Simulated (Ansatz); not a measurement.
Relaxed structures of B₂H₃OF, singlet (PBE0-D4/def2-TZVP; forces vanish, vibrations not checked; lower isomers may exist, and structures with a doubtful reference or unclear bonds are left out; Å). Program: Ansatz 0.2.0. Basis: def2-TZVPP. Cores are frozen in the correlated methods.

**Question.** Rank them by CCSD(T) energy, lowest first, and give each one's height above the lowest. Links in brackets join atoms within 1.22 times the sum of their covalent radii (1.1 for two metals). (Judge from chemistry; the value comes from the calculation.)
A.
a complex of B₂H₂O ([BH2][B][O]) + HF
```
7
angstrom
B -0.5294 0.6952 -0.3273
B 0.2411 -0.3180 0.7613
O 0.8471 -1.1163 1.4310
F 0.1651 -0.2522 -1.9382
H -1.6835 0.5197 -0.5642
H -0.0406 1.7516 -0.5802
H 0.7094 -0.9650 -1.6962
```
B.
B₂H₃OF ([BH2][B]([OH])[F])
```
7
angstrom
B -0.7344 0.9738 -0.1538
B 0.2848 -0.3751 -0.1343
O 0.6974 -0.9368 1.0234
F 0.7042 -0.9139 -1.2915
H -1.9255 0.8611 -0.1778
H -0.3007 2.0891 -0.1602
H 1.2742 -1.6981 0.8942
```
C.
B₂H₃OF ([BH][B]([OH2])[F])
```
7
angstrom
B -0.4194 1.1150 -0.2359
B 0.4509 -0.1365 -0.2806
O 0.6320 -0.8160 1.1737
F 1.1503 -0.9040 -1.1477
H 1.5611 -0.8420 1.4417
H -1.0972 2.0765 -0.1569
H 0.2888 -1.7203 1.1893
```

**Answer.** By the calculation: B (0.000 eV), A (1.513 eV), C (4.120 eV). Heights count from the lowest.

No T1 diagnostic of these runs exceeds 0.017. The restricted Hartree–Fock reference is unstable towards an unrestricted one at one or more of these structures.

For scale, one of the runs: CCSD(T)/def2-TZVPP, 166 basis functions, launched by `ansatz run in.yaml --threads 2 --pin off --events-out ev --progress --plain --max-ram 4352MiB`. The run took 29 s on 2 CPU threads of an Arm Neoverse V2 (shared host), with 1.4 GiB of host memory at its peak.
